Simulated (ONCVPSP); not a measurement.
What one change does to a pseudopotential (Mo (Z = 42), ONCV)

ONCVPSP 4.0.1 input, shortened (lines: element, Z, core and valence counts, functional; n l f; lmax; l rc ep ncon nbas qcut; lloc lpopt rc5 dvloc0; l nproj debl; icmod fcfact rcfact), PBE, scalar-relativistic:

```
  Mo 42.00    6    4        4      upf
    1    0    2.00
    2    0    2.00
    2    1    6.00
    3    0    2.00
    3    1    6.00
    3    2   10.00
    4    0    2.00
    4    1    6.00
    4    2    5.00
    5    0    1.00
    2
    0    1.65    0.00    4    8    7.40
    1    1.55    0.00    4    7    8.80
    2    1.55    0.00    4    7   10.90
    2    5    1.55    0.00
    0    2    3.70
    1    2    3.50
    2    0    3.60
    3    3.00    1.60
```

All-electron outer shells of the reference configuration (PBE, scalar-relativistic, ld1.x):

```csv
shell,level (eV),outermost node (bohr),outermost maximum (bohr)
3d,-220.98,–,0.32
4s,-64.35,0.51,0.99
4p,-38.49,0.52,1.08
5s,-4.09,1.34,2.93
4d,-3.75,0.53,1.38
```

Change: all radii but the core radius scaled by about 1.21 (s 2.00, p 1.88, d 1.88 bohr).

Cutoffs: the cutoffs (Ha) at which the residual kinetic energy of the hardest occupied pseudo-wave falls to 1 and 0.1 mHa per electron; they do not see the model core or the augmentation charge, which bear on the density cutoff. Errors are all-electron minus pseudo energies relative to the spin-unpolarised reference configuration.

Question: What does the change do?

Answer: The potential gets neither clearly harder nor softer (25 Ha and 31 Ha → 23 Ha and 30 Ha); the d channel sets the loose cutoff, while the largest relative change is in p, which becomes softer; of the 4 tests that both files solve, the error grows in 3 and shrinks in 0 by more than 15 % and 0.3 meV (median size 1.3 → 2.2 meV); neither file shows a bound ghost. More of the atom is replaced by a form fitted at one configuration, so other configurations suffer.

| quantity | base | changed |
| --- | --- | --- |
| cutoff, loose | 25 Ha | 23 Ha |
| cutoff, tight | 31 Ha | 30 Ha |
| loose cutoff by channel | s 20 Ha, p 25 Ha, d 23 Ha | s 15 Ha, p 12 Ha, d 23 Ha |
| bound ghosts | none | none |
| GHOST(+) flags under 300 eV | none | none |
| error for 4s2 4p6 4d5 5s0, meV [ΔE 6.89 eV] | -2.0 | -2.6 |
| error for 4s2 4p6 4d4 5s0, meV [ΔE 22.35 eV] | -0.8 | -0.6 |
| error for 4s2 4p6 4d3 5s0, meV [ΔE 49.10 eV] | +1.4 | +4.1 |
| error for 4s2 4p6 4d4 5s1 5p1, meV [ΔE 3.74 eV] | +1.2 | +1.8 |
| rms error of d²Exc/dni dnj with the model core, mHa | 1.89 | 2.17 |
